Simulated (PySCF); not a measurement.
# Fractional electron number in Cr- (chromium, charge -1)

The 4s beta orbital of [Ar] 3d5 4s2 is emptied in steps (occupation f), with all orbitals relaxed, ending at [Ar] 3d5 4s1. All numbers are calculated (PySCF 2.14, no relativity, point nucleus, in aug-pcseg-2 (7s5p4d3f2g, 81 functions)). The exact energy is a straight line in f; departures are measured from the line between the end points of the same method.

| f | BHandHLYP (eV) | BLYP (eV) |
| --- | --- | --- |
| 1 | 0.000 | 0.000 |
| 0.8 | -0.146 | -0.314 |
| 0.6 | -0.225 | -0.481 |
| 0.4 | -0.231 | -0.490 |
| 0.2 | -0.157 | -0.328 |
| 0 | 0.000 | 0.000 |

```csv
method,E(f=0) − E(f=1) (eV),−ε at f=1 (eV),−ε at f=0.4 (eV)
BHandHLYP,0.463,-0.424,0.626
BLYP,0.618,-1.294,0.993
```

Orbital energy along the path (eV):

```tsv
f	BHandHLYP	BLYP
1	0.424	1.294
0.8	0.105	0.597
0.6	-0.244	-0.167
0.4	-0.626	-0.993
0.2	-1.043	-1.861
0	-1.276	-2.435
```

At f = 1 the orbital energy is positive for BHandHLYP, BLYP: only the finite basis holds the electron.

Reference removal energy between the ground levels: 0.676 eV (measured; photodetachment measurements, as compiled on the Wikipedia data page of electron affinities).
